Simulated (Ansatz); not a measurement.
Species: CH₅AlO₂ (charge 0, singlet). SMILES: [CH3][Al]([OH])[OH]
Structure (B3LYP-D3(BJ)/def2-TZVP (Ansatz, a program for electronic structure) minimum search):
```
Al
O 1 1.7016
H 2 0.9570 1 126.19
O 1 1.7018 2 122.47 3 -0.15
H 4 0.9571 1 125.94 2 0.15
C 1 1.9373 2 118.51 3 179.79
H 6 1.0908 1 111.67 2 176.75
H 6 1.0926 7 108.28 1 122.50
H 6 1.0929 7 108.08 8 115.29
```

CCSD(T) with Ansatz in growing basis sets, 24 correlated electrons. Cores are frozen in the correlated levels unless marked. Open shells are spin-unrestricted. Spin-orbit coupling is left out. Non-relativistic. Costs are ratios of core time to the smallest set, on shared machines of one kind, and rough; they hold the program's checks for lower states.

| basis | functions | cost over smallest | E(corr) (Eh) | electronic atomisation energy (kcal/mol) |
|---|---|---|---|---|
| cc-pV(D+d)Z | 90 | 1× | -0.6318 | 749.0 |
| cc-pV(T+d)Z | 199 | 10× | -0.7940 | 802.2 |

Formally CCSD grows as o²v⁴ and (T) as o³v⁴; with o = 12 and v going from 70 to 179 both grow 43-fold in the last step, while integrals and the mean field grow more slowly. That step adds 162.2 mEh of correlation energy and 53.1 kcal/mol to the atomisation energy.
